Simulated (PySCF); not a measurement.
**Energy of Tc (technetium, neutral) between two integer charges**

The 5s beta orbital of [Kr] 4d5 5s2 is emptied in steps (occupation f), with all orbitals relaxed, ending at [Kr] 4d5 5s1. Computed with PySCF 2.14 in def2-SVP with the def2 core potential (28 electrons) (5s3p2d1f, 31 functions), with scalar relativity through the core potential. The exact energy is a straight line in f; departures are measured from the line between the end points of the same method.

| f | B3LYP (eV) |
| --- | --- |
| 1 | 0.000 |
| 0.9 | -0.210 |
| 0.7 | -0.493 |
| 0.5 | -0.591 |
| 0.3 | -0.499 |
| 0.1 | -0.213 |
| 0 | 0.000 |

For B3LYP, how does the orbital energy at f = 1 compare with the removal energy?

−ε = 4.949 eV against a total-energy difference of 7.270 eV. By Janak's theorem ε = ∂E/∂f, so the gap between them reflects the curvature. Along the path −ε is 5.398 (f = 0.9), 6.312 (f = 0.7), 7.250 (f = 0.5), 8.212 (f = 0.3), 9.185 (f = 0.1) eV.

Reference removal energy between the ground levels: 7.119 eV (measured; NIST Atomic Spectra Database, ionization energies).
